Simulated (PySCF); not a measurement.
C3H4BrF, SMILES C(=C(/C)Br)/F. Atoms are numbered in the order given.

```xyz
9

C     -1.6725     0.9225     0.0000
C     -0.2350     0.5421     0.0000
Br     0.1605    -1.3054     0.0000
C      0.7926     1.3926     0.0000
F      0.5959     2.7093     0.0000
H     -2.1847     0.5204     0.8879
H     -1.7679     2.0169     0.0000
H     -2.1847     0.5204    -0.8879
H      1.8461     1.1043     0.0000
```

The structure is a stationary point at PBE0-D3(BJ)/def2-SVP.

These are PBE/def2-TZVP run with PySCF values and carry that method's errors.

ESP charges are fitted to the potential on shells at 1.4 to 2.0 van der Waals radii. Atomic charges (e):

| atom | ESP fit | Mulliken | meta-Löwdin |
|---|---|---|---|
| C1 | -0.34 | -0.35 | -0.35 |
| C2 | 0.04 | 0.02 | -0.06 |
| Br3 | -0.10 | -0.07 | -0.03 |
| C4 | -0.05 | 0.02 | 0.12 |
| F5 | -0.09 | -0.15 | -0.23 |
| H6 | 0.13 | 0.14 | 0.14 |
| H7 | 0.14 | 0.14 | 0.14 |
| H8 | 0.13 | 0.14 | 0.14 |
| H9 | 0.14 | 0.12 | 0.13 |

Question: Give the Mayer and Wiberg (Löwdin basis) orders of the bonds. (An estimate is asked for; the answer gives what the named calculation found.)

Answer: 
| bond | Mayer | Wiberg |
|---|---|---|
| C1–C2 | 0.98 | 1.32 |
| C2–Br3 | 1.03 | 1.57 |
| C2–C4 | 1.79 | 1.99 |
| C4–F5 | 1.09 | 1.78 |
| C1–H6 | 0.95 | 0.88 |
| C1–H7 | 0.95 | 0.87 |
| C1–H8 | 0.95 | 0.88 |
| C4–H9 | 0.97 | 0.87 |
